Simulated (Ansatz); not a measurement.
```yaml
crystal:
  periodic: [false, false, false]
  atoms:
    - {symbol: C, position_ang: [-1.606973, -0.553245, 0.555318]}
    - {symbol: C, position_ang: [-0.517926, -0.569818, -0.518399]}
    - {symbol: Al, position_ang: [1.068592, 0.489841, -0.119382]}
    - {symbol: O, position_ang: [2.409750, 0.633145, -1.154298]}
    - {symbol: O, position_ang: [1.143534, 1.333556, 1.348996]}
    - {symbol: H, position_ang: [-1.972512, 0.459125, 0.741963]}
    - {symbol: H, position_ang: [-2.467758, -1.166301, 0.271697]}
    - {symbol: H, position_ang: [-1.235756, -0.930863, 1.510801]}
    - {symbol: H, position_ang: [-0.195096, -1.600255, -0.715055]}
    - {symbol: H, position_ang: [-0.924813, -0.221915, -1.476540]}
    - {symbol: H, position_ang: [2.478080, 0.204282, -2.004640]}
    - {symbol: H, position_ang: [1.897881, 1.867348, 1.593537]}
basis:
  gaussian: {orbitals: 6-31G, fitting: {mean_field: def2-universal-jkfit}}
magnetization: {spin_polarized: true, initial_magnetization: 2}
hamiltonian: {xc: {name: PBE1PBE}}
accuracy: high
scf: {lower_state_search: full}
output: {forces: true}
```

```sh
$ ansatz run in.yaml --threads 4 --pin off --events-out ev --progress --plain --max-ram 10444MiB
```

Shortened log:

```
Error: YAML parse error: error: line 19 column 19: hamiltonian.xc: no functional is named "PBE1PBE"; the names, which are not case-sensitive, are SVWN5, SPW92, PBE, PBE0, PBEsol, revPBE, revPBE0, RPBE, rPW86-PBE, HSE06, wPBEh, LC-wPBE, HISS, HF, BLYP, B3LYP, B3LYP5, BHLYP, CAM-B3LYP, r2SCAN, r2SCANh, r2SCAN0, r2SCAN50, m-r2SCAN, B97, wB97, wB97X, wB97X-V, B97M-V, wB97M-V, B2PLYP, B2GP-PLYP, PBE0-DH, PBE-QIDH
17 |   gaussian: {orbitals: 6-31G, fitting: {mean_field: def2-universal-jkfit}}
18 | magnetization: {spin_polarized: true, initial_magnetization: 2}
19 | hamiltonian: {xc: {name: PBE1PBE}}
20 | accuracy: high
21 | scf: {lower_state_search: full}
```

In this input the method's name isn't one that the program takes here. The program refused the input.
